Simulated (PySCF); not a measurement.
hydrogen sulfate (HO4S), SMILES OS(=O)([O-])=O, charge -1. Atoms are numbered in the order given.

```xyz
6

O      1.3029    -0.8241     0.0000
S     -0.1409     0.0563     0.0000
O      0.3645     1.4529     0.0000
O     -0.8159    -0.3626    -1.2401
O     -0.8159    -0.3626     1.2401
H      1.9701    -0.1289     0.0000
```
Charge -1, spin multiplicity 1.

Geometry optimised at PBE0-D3(BJ)/def2-SVPD. Other conformers were not sampled.

Two levels are set side by side: PBE/pcSseg-1 (PySCF) and KT2/pcSseg-1 (PySCF). GIAO shifts against H2O (¹⁷O), H2S (³³S), TMS (¹H) at the same level; non-relativistic, no solvent, atoms listed together averaged. Differences are taken from unrounded values.

| quantity | KT2 |
|---|---|
| δ(¹⁷O) of O1 (ppm) | 224.1 |
| δ(³³S) of S2 (ppm) | 542.6 |
| δ(¹H) of H6 (ppm) | 3.19 |

Task: What does PBE give, and how far is it from KT2? (Estimate from the structure and the level; the computed values follow.)

Result: 
```json
[
 {"quantity": "δ(¹⁷O) of O1 (ppm)", "PBE": "231.4", "PBE minus KT2": "7.4"},
 {"quantity": "δ(³³S) of S2 (ppm)", "PBE": "559.5", "PBE minus KT2": "16.9"},
 {"quantity": "δ(¹H) of H6 (ppm)", "PBE": "3.30", "PBE minus KT2": "0.11"}
]
```

Rough cost on one machine, each run with all the roots and properties that it gave: KT2 against PBE within a factor of 2.
